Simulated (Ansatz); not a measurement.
C$_{12}$H$_{12}$Sn, SMILES `c1cc[c]([SnH2][c]2ccccc2)cc1`, one more setting.

```yaml
crystal:
  periodic: [false, false, false]
  atoms:
    - {symbol: C, position_ang: [-3.925391, -0.756389, 0.871082]}
    - {symbol: C, position_ang: [-2.780869, -0.460827, 1.596832]}
    - {symbol: C, position_ang: [-1.529374, -0.655808, 1.030116]}
    - {symbol: C, position_ang: [-1.403257, -1.149365, -0.267379]}
    - {symbol: Sn, position_ang: [0.527734, -1.430676, -1.124973]}
    - {symbol: C, position_ang: [1.752331, 0.192071, -0.483906]}
    - {symbol: C, position_ang: [1.204775, 1.464936, -0.332998]}
    - {symbol: C, position_ang: [1.988817, 2.529205, 0.089198]}
    - {symbol: C, position_ang: [3.333361, 2.333264, 0.367651]}
    - {symbol: C, position_ang: [3.890264, 1.071153, 0.225803]}
    - {symbol: C, position_ang: [3.103052, 0.008598, -0.195763]}
    - {symbol: C, position_ang: [-2.561290, -1.437317, -0.986522]}
    - {symbol: C, position_ang: [-3.814644, -1.244199, -0.422285]}
    - {symbol: H, position_ang: [-4.903771, -0.603781, 1.312609]}
    - {symbol: H, position_ang: [-2.862139, -0.076045, 2.607468]}
    - {symbol: H, position_ang: [-0.644722, -0.411015, 1.610310]}
    - {symbol: H, position_ang: [0.348566, -1.474605, -2.826855]}
    - {symbol: H, position_ang: [1.262207, -2.886996, -0.605266]}
    - {symbol: H, position_ang: [0.152110, 1.634874, -0.538496]}
    - {symbol: H, position_ang: [1.547871, 3.513561, 0.201945]}
    - {symbol: H, position_ang: [3.946866, 3.163833, 0.698157]}
    - {symbol: H, position_ang: [4.940108, 0.912140, 0.446384]}
    - {symbol: H, position_ang: [3.554596, -0.973909, -0.294698]}
    - {symbol: H, position_ang: [-2.493897, -1.813886, -2.002685]}
    - {symbol: H, position_ang: [-4.706503, -1.472917, -0.995327]}
basis:
  gaussian: {orbitals: STO-3G, point_charges: [{charge: 0.50, position_ang: [7.892, 0.906, 0.282]}]}
magnetization: {spin_polarized: true, initial_magnetization: 2}
hamiltonian: {xc: {name: r2SCAN50}, dispersion: d4}
accuracy: high
scf: {lower_state_search: off}
output: {forces: true}
```

```sh
$ ansatz run in.yaml --threads 11 --pin off --events-out ev --progress --plain --max-ram 166912MiB --backend cpu
```

Output, abridged:

```
Functional definition: r2SCAN50
2283 factors; integrals over basis functions are off by at most 3.1e-8 eV
mean field evaluation 1: about -174803.1199 eV, gradient 1.8e1 eV
mean field evaluation 2: about -174792.9282 eV, gradient 3.8e1 eV
mean field evaluation 4: about -174806.4668 eV, gradient 1.1e1 eV
mean field evaluation 8: about -174807.8981 eV, gradient 3.7e0 eV
mean field evaluation 16: about -174810.2270 eV, gradient 6.5e-2 eV
mean field -174810.22717677 eV, -6424.1573581185 hartree, gradient 7.4e-8 eV, S^2 2.227364; 0 other end points of the search recorded, 0 dependent functions left out
reference -174810.22717781 eV, -6424.1573581568 hartree; 68, 66 occupied and 31, 33 virtual orbitals, 2283 factors
Total energy: -174810.53835514 eV, -6424.1687937126 hartree
Atom 0 at    -3.925391    -0.756389     0.871082 Å, force    -0.028473     0.006303     0.024757 eV/Å
Atom 1 at    -2.780869    -0.460827     1.596832 Å, force     0.038285     0.026924     0.061656 eV/Å
Atom 2 at    -1.529374    -0.655808     1.030116 Å, force    -0.228360    -0.009332    -0.056742 eV/Å
Atom 3 at    -1.403257    -1.149365    -0.267379 Å, force     1.281083    -0.150774    -0.502655 eV/Å
Atom 4 at     0.527734    -1.430676    -1.124973 Å, force     0.219238    -0.571698    -0.400395 eV/Å
Atom 5 at     1.752331     0.192071    -0.483906 Å, force     1.740827    -7.654236    -1.303363 eV/Å
Atom 6 at     1.204775     1.464936    -0.332998 Å, force    -2.684181     6.542341     0.788785 eV/Å
Atom 7 at     1.988817     2.529205     0.089198 Å, force     0.002725     0.258806     0.048751 eV/Å
Atom 8 at     3.333361     2.333264     0.367651 Å, force    -2.796686     6.712898     0.785001 eV/Å
Atom 9 at     3.890264     1.071153     0.225803 Å, force     2.948012    -6.697851    -0.780873 eV/Å
Atom 10 at     3.103052     0.008598    -0.195763 Å, force     0.267773     0.118406     0.121394 eV/Å
Atom 11 at    -2.561290    -1.437317    -0.986522 Å, force    -0.080456     0.056688     0.162249 eV/Å
Atom 12 at    -3.814644    -1.244199    -0.422285 Å, force    -0.009817    -0.017887    -0.060129 eV/Å
Atom 13 at    -4.903771    -0.603781     1.312609 Å, force    -0.055955     0.007678     0.027446 eV/Å
Atom 14 at    -2.862139    -0.076045     2.607468 Å, force    -0.034330     0.023669     0.056736 eV/Å
Atom 15 at    -0.644722    -0.411015     1.610310 Å, force    -0.013814    -0.002936     0.049542 eV/Å
Atom 16 at     0.348566    -1.474605    -2.826855 Å, force     0.193492     0.110465     1.333020 eV/Å
Atom 17 at     1.262207    -2.886996    -0.605266 Å, force    -0.600490     1.167272    -0.375829 eV/Å
Atom 18 at     0.152110     1.634874    -0.538496 Å, force     0.059777     0.033538     0.041558 eV/Å
Atom 19 at     1.547871     3.513561     0.201945 Å, force     0.015965     0.046540     0.016382 eV/Å
Atom 20 at     3.946866     3.163833     0.698157 Å, force    -0.058430    -0.003573    -0.008441 eV/Å
Atom 21 at     4.940108     0.912140     0.446384 Å, force    -0.082046     0.007381     0.006921 eV/Å
Atom 22 at     3.554596    -0.973909    -0.294698 Å, force     0.016936     0.013163    -0.002371 eV/Å
Atom 23 at    -2.493897    -1.813886    -2.002685 Å, force    -0.041063    -0.017401    -0.013845 eV/Å
Atom 24 at    -4.706503    -1.472917    -0.995327 Å, force    -0.065368    -0.008491    -0.014878 eV/Å
Dipole moment:    -0.162674    -0.090116    -0.090049 e Å
Checks for a lower state left out: stability, starts, cluster_reference, orbital_swaps, neighbouring_geometries, increment
```

It took 9 s on 11 threads of an AMD EPYC 7R13 on a shared host, with 0.83 GiB of host memory at the peak.
